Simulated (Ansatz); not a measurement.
`[CH3][In]([Br])[Br]` + H₂S → `[SH][In]([Br])[Br]` + CH₄  (ligand exchange at the In–C bond)

Calculated with Ansatz (gas phase, PBE0-D4/def2-TZVP geometries, no zero-point term in ΔE). CBS: MP2 limit from def2 TZ/QZ plus the TZ coupled-cluster correction, frozen cores. This one scheme is used for every species. Elements past krypton have def2 core potentials. For Br, In outer-core shells are correlated without core-valence functions, which leaves a few kJ/mol of doubt a bond. Scalar relativity is left out up to krypton. One conformer a species, not always the lowest.

`[CH3][In]([Br])[Br]`:

Z-matrix (Å, degrees):
```
C
In 1 2.130
H 1 1.089 2 109.4
H 1 1.089 2 109.1 3 121.2
H 1 1.090 2 108.5 3 -119.7
Br 2 2.465 1 123.7 3 -159.1
Br 2 2.465 1 123.9 3 21.3
```

H₂S:

Z-matrix (Å, degrees):
```
S
H 1 1.341
H 1 1.341 2 92.3
```

`[SH][In]([Br])[Br]`:

Cartesian coordinates in Å:
```
S 0.069 -0.259 -1.908
In -0.202 0.326 0.361
Br -1.508 2.288 1.008
Br 0.822 -1.025 2.131
H 0.820 -1.330 -1.593
```

CH₄:

```xyz
5

C     0.000    0.000    0.000
H     0.235   -0.407    0.983
H    -0.887    0.630    0.070
H    -0.189   -0.817   -0.696
H     0.840    0.594   -0.357
```

| species | CCSD(T)/CBS(def2) energy (Eh) |
| --- | --- |
| `[CH3][In]([Br])[Br]` | -5376.42892 |
| H₂S | -398.97279 |
| `[SH][In]([Br])[Br]` | -5734.97677 |
| CH₄ | -40.46206 |

Task: Work out ΔE.

Result: ΔE = (-5734.97677) + (-40.46206) − (-5376.42892) − (-398.97279) = -0.03712 Eh = -97.5 kJ/mol.

Largest T1 diagnostic among the species: 0.011.

At CCSD(T), def2-SVP lies −6.4 kJ/mol from the extrapolated value and def2-TZVPP +3.1 kJ/mol. In def2-TZVPP, CCSD(T) changes the Hartree–Fock value by +11.6 kJ/mol (the triples alone add −0.5 kJ/mol) and MP2 by +9.2 kJ/mol.
